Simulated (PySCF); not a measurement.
Si(Me)(OH)(NH2)2 (CH8N2OSi), SMILES C[Si](N)(N)O.

The structure is a stationary point at PBE-D3(BJ)/def2-SVP. The values are those of a single conformer.

The numbers are results of PBE-D3(BJ)/def2-SVP run with PySCF 2.14.0, not measurements.

Frequencies are harmonic and unscaled.

```
mode  ν (cm⁻¹)  IR (km/mol)  Raman (Å⁴/amu)  depolarisation   moving atoms (share of kinetic energy)
----  --------  -----------  --------------  --------------  ---------------------------------------
1          119          1.5             0.0               –                                   H 97 %
2          179          4.3             2.8            0.71            H 42 %, N 31 %, C 17 %, O 9 %
3          206          6.3             1.4            0.68           H 43 %, N 24 %, O 19 %, C 14 %
4          225         11.5             0.3            0.73                                   H 83 %
5          262          1.8             1.0            0.75          H 42 %, N 21 %, Si 18 %, O 10 %
6          272          4.2             1.4            0.69          H 48 %, N 17 %, Si 16 %, O 14 %
7          304         24.2             3.1            0.75          H 40 %, O 20 %, Si 18 %, N 15 %
8          334         23.6             1.6            0.75                           H 65 %, N 19 %
9          395         82.7             1.7            0.71                   H 77 %, O 11 %, N 11 %
10         422        189.5             0.9            0.38                           H 66 %, N 29 %
11         445        206.6             2.3            0.33                           H 76 %, N 21 %
12         643          8.7            16.2            0.04                   C 41 %, H 26 %, N 20 %
13         707          1.5             2.1            0.43                   H 72 %, N 13 %, C 11 %
14         733         19.9             0.9            0.70                   H 65 %, O 16 %, C 15 %
15         767         48.9             4.7            0.32  H 37 %, N 25 %, O 15 %, Si 13 %, C 10 %
16         788         16.7             2.5            0.66                           H 58 %, N 28 %
17         807         78.5             1.7            0.74                   H 68 %, N 14 %, O 10 %
18         862         96.8             1.7            0.74                  H 39 %, Si 33 %, N 18 %
19         905        250.5             0.8            0.66                  H 42 %, Si 34 %, N 13 %
20         921        160.4             1.5            0.67          Si 44 %, H 30 %, N 13 %, O 10 %
21        1222         37.0             1.0            0.68                           H 76 %, C 23 %
22        1381          2.0            13.5            0.74                                   H 96 %
23        1386          3.4            13.4            0.75                                   H 96 %
24        1487         78.1             4.3            0.75                           H 89 %, N 11 %
25        1492         20.7             6.2            0.65                           H 89 %, N 10 %
26        2978          3.3           136.4            0.01                                   H 97 %
27        3071          6.9            89.7            0.75                            H 91 %, C 9 %
28        3085          5.9            75.3            0.75                            H 91 %, C 9 %
29        3487         15.0           106.3            0.16                                   H 96 %
30        3489          9.8           169.6            0.09                                   H 96 %
31        3583         13.5            93.5            0.75                            H 91 %, N 9 %
32        3586         15.1            74.9            0.75                            H 91 %, N 9 %
33        3751         37.1           131.9            0.28                                   H 94 %
```
